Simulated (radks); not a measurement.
Pd, 46 electrons, occupied as [Kr] 4d10.

Method: Dirac Kohn-Sham, LDA (Slater exchange, Perdew-Wang correlation), spin-unpolarised, spherical densities, point nucleus; computed with a radial shooting solver on a logarithmic mesh with Libxc functionals.

Energy parts (Ry):
part                        energy
total                 -10084.36094
kinetic                10530.35240
electron-nucleus      -24454.22322
Hartree                 4118.32471
exchange-correlation    -278.81483

Orbitals (lengths in bohr, moments of r in powers of bohr; r(90%) holds 90 % of the orbital's charge):
orbital  occ.  eigenvalue (Ry)  r(90%)     <r^2>
1s1/2       2        -1772.944  0.0572  0.001374
2s1/2       2        -258.8537   0.214   0.02254
2p1/2       2        -240.2520   0.192   0.01687
2p3/2       4        -228.5543   0.199   0.01820
3s1/2       2        -46.63409   0.560    0.1652
3p1/2       2        -39.28424   0.561    0.1607
3p3/2       4        -37.24487   0.576    0.1701
3d3/2       4        -24.17913   0.565    0.1513
3d5/2       6        -23.77207   0.570    0.1541
4s1/2       2         -6.27592    1.38     1.016
4p1/2       2         -4.00089    1.52     1.200
4p3/2       4         -3.67042    1.57     1.279
4d3/2       4         -0.33659    2.62     3.152
4d5/2       6         -0.30433    2.70     3.320
5s1/2       0         -0.26559    5.16     13.15
5p1/2       0         -0.03080    9.49     41.27
5p3/2       0         -0.02440    10.2     47.28

The highest occupied level is 4d5/2 at -4.141 eV. For comparison, the ionisation energy in NIST's Atomic Spectra Database is 8.337 eV (measured). In exact Kohn-Sham theory the highest level is minus the ionisation energy, but local and semilocal functionals leave it too shallow, through self-interaction and a potential that decays too fast; potentials with the right tail come closer. The density falls to 0.001 e/bohr^3 at r = 4.08 bohr.
